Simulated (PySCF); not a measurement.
Tellurium: a sound run and one with changed settings

Sound run: Te [Kr] 4d10 5s2 5p4, Te⁺ [Kr] 4d10 5s2 5p3. Calculation: PySCF 2.14, in aug-cc-pVDZ-PP with ECP28MDF; scalar relativity through the core potential. The sound run starts from symmetry-adapted Hartree-Fock orbitals and uses a fine grid where one is needed.

Changed run: basis STO-3G, all-electron and non-relativistic. This setting is unsound on purpose.

| species | method | sound run (hartree) | changed run (hartree) | converged |
| --- | --- | --- | --- | --- |
| Te | UHF | -266.99848 | -6547.12236 | yes |
| Te | r2SCAN | -268.08048 | -6549.37793 | yes |
| Te | M06-2X | -267.91400 | -6549.40969 | yes |
| Te⁺ | UHF | -266.71544 | -6546.92308 | yes |
| Te⁺ | r2SCAN | -267.76033 | -6549.12904 | yes |
| Te⁺ | M06-2X | -267.60343 | -6549.16122 | yes |

Ionisation energy of Te:

```
method  sound run (eV)  changed run (eV)
   UHF           7.702             5.423
r2SCAN           8.712             6.773
M06-2X           8.451             6.761
```

A minimal basis cannot let orbitals breathe on ionisation and holds almost no correlation. The Hamiltonian changed with the basis, so the totals do not compare.

For comparison, NIST gives 9.010 eV between the lowest levels.
